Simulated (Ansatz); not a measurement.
Molecule: CBF5, net charge 0, singlet state. SMILES: C(F)(B(F)F)(F)F
Coordinates optimised at B3LYP-D3(BJ)/def2-TZVP (Ansatz, a quantum-chemistry and plane-wave program):
```
C
F 1 1.3441
F 1 1.3522 2 107.53
F 1 1.3524 2 107.52 3 -115.35
B 1 1.6155 2 112.91 3 122.37
F 5 1.3086 1 120.62 2 0.50
F 5 1.3094 6 120.32 1 -179.96
```
Charge 0, spin multiplicity 1.

Property: atomisation energy (electronic, to ground-state atoms), in eV. Correlated levels leave the core frozen unless marked. UHF or UKS for open shells. Spin-orbit coupling is left out. Non-relativistic unless marked X2C. The coupled-cluster limit lacks core correlation, which all-electron functionals hold. Basis-set limits of correlation are two-point, X^-3; Hartree-Fock from the larger set.

```json
[
 {"level": "HF/cc-pVTZ", "program": "Ansatz", "atomisation energy (eV)": "22.98", "minus last row": "-9.42"},
 {"level": "B97M-V/def2-TZVPD", "program": "Ansatz", "atomisation energy (eV)": "32.35", "minus last row": "-0.05"},
 {"level": "r2SCANh-D4/def2-TZVPD", "program": "Ansatz + dftd4", "atomisation energy (eV)": "32.22", "minus last row": "-0.18"},
 {"level": "B2PLYP-D3(BJ)/def2-TZVPD", "program": "Ansatz + dftd3", "atomisation energy (eV)": "32.14", "minus last row": "-0.26"},
 {"level": "MP2/cc-pwCVTZ", "program": "Ansatz", "atomisation energy (eV)": "33.41", "minus last row": "1.01"},
 {"level": "X2C-CCSD(T)/cc-pVTZ-DK", "program": "Ansatz", "atomisation energy (eV)": "31.42", "minus last row": "-0.98"},
 {"level": "CCSD(T)/CBS(aug-cc-pVTZ,aug-cc-pVQZ)", "program": "Ansatz", "atomisation energy (eV)": "32.40", "minus last row": "0.00"}
]
```
